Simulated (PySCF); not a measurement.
Compound: C8H12P (charge +1).
Numbering: `[CH:1]#[C:2][CH2:3][PH2+:4][C:5]1=[CH:6][CH2:7][CH2:8][CH2:9]1` (hydrogens: H10 on C1; H11, H12 on C3; H13, H14 on P4; H15 on C6; H16, H17 on C7; H18, H19 on C8; H20, H21 on C9)

Geometry (PBE0-D3(BJ)/def2-SVP, Å), atoms numbered from 1 in this order:
```
atom  x, y, z in Å
C1     4.6280    1.0508   -0.9238
C2     3.6062    0.4193   -0.7847
C3     2.3525   -0.2863   -0.6130
P4     1.0158    0.9280   -0.3392
C5    -0.5913    0.2295   -0.1423
C6    -1.3133    0.3386    0.9907
C7    -2.6072   -0.3954    0.8688
C8    -2.7200   -0.6970   -0.6354
C9    -1.2846   -0.6129   -1.1917
H10    5.5510    1.5924   -1.0502
H11    2.3617   -0.9683    0.2550
H12    2.0812   -0.8828   -1.5022
H13    1.0705    1.8174   -1.4350
H14    1.3516    1.6960    0.7938
H15   -1.0012    0.8641    1.8985
H16   -2.5507   -1.3110    1.4880
H17   -3.4537    0.1833    1.2701
H18   -3.3401    0.0741   -1.1160
H19   -3.1906   -1.6667   -0.8430
H20   -1.2460   -0.1723   -2.2005
H21   -0.8063   -1.6065   -1.2584
```

All values: PBE0/pcSseg-1 (PySCF, non-relativistic), on one gas-phase PBE0-D3(BJ)/def2-SVP geometry that isn't relaxed in the solvent. The solvent is an IEF-PCM continuum (Bondi radii, 1.10 Å for H, scaled by 1.2). Specific hydrogen bonds and non-electrostatic terms are outside this model.

Gas phase at PBE0/pcSseg-1: HOMO -11.70 eV, LUMO -5.43 eV.

Question: What does the continuum do to the energy and the frontier levels at PBE0/pcSseg-1 in cyclohexane and chloroform?

Answer: 
```csv
solvent,ε,E(solvent) − E(gas) (kcal/mol),polarisation term (kcal/mol),distortion of the solute (kcal/mol),HOMO (eV),LUMO (eV)
cyclohexane,2.017,-27.02,-27.40,0.38,-9.73,-3.36
chloroform,4.711,-43.18,-44.45,1.27,-8.60,-2.17
```

Polarisation term: ½ Σ q·V over the induced surface charges. Distortion: the rise of the solute's own energy as its density leaves the gas-phase optimum. From cyclohexane to chloroform the lowering changes by a factor 1.60, Born's factor 1 − 1/ε by 1.56 and ε itself by 2.3.

Question: Which radius a makes Born's formula ΔE = −(q²/2a)(1 − 1/ε) give the value in chloroform?

Answer: a = q²(1 − 1/ε)/(2|ΔE|) = 3.03 Å, with q = +1 e and |ΔE| = 0.0688 Eh; the farthest nucleus lies 5.82 Å from the centroid of the nuclei. The formula assumes a point charge at the centre of a sphere.

Question: Which ESP-fitted charges (PBE0/pcSseg-1) respond most in chloroform (means over atoms taken as equivalent)?

Answer: 
| atoms | environment | gas (e) | solvent (e) | change |
| --- | --- | --- | --- | --- |
| P4 | phosphonium phosphorus | +0.223 | +0.300 | +0.077 |
| C3 | sp3 carbon bound to phosphorus | -0.067 | -0.017 | +0.050 |
| C2 | alkyne carbon | -0.013 | -0.050 | -0.037 |
| C7 | allylic carbon | -0.022 | +0.012 | +0.034 |
| C1 | terminal alkyne carbon | -0.377 | -0.411 | -0.034 |
| C9 | allylic carbon | +0.016 | +0.050 | +0.034 |
| C8 | ring CH2 carbon | -0.210 | -0.240 | -0.030 |
| H16/H17 | methylene hydrogen | +0.096 | +0.078 | -0.018 |
| C5 | fully substituted alkene carbon | -0.120 | -0.135 | -0.015 |
| C6 | alkene CH carbon | -0.097 | -0.105 | -0.008 |
| H18/H19 | methylene hydrogen | +0.108 | +0.101 | -0.007 |
| H11/H12 | methylene hydrogen | +0.152 | +0.145 | -0.007 |
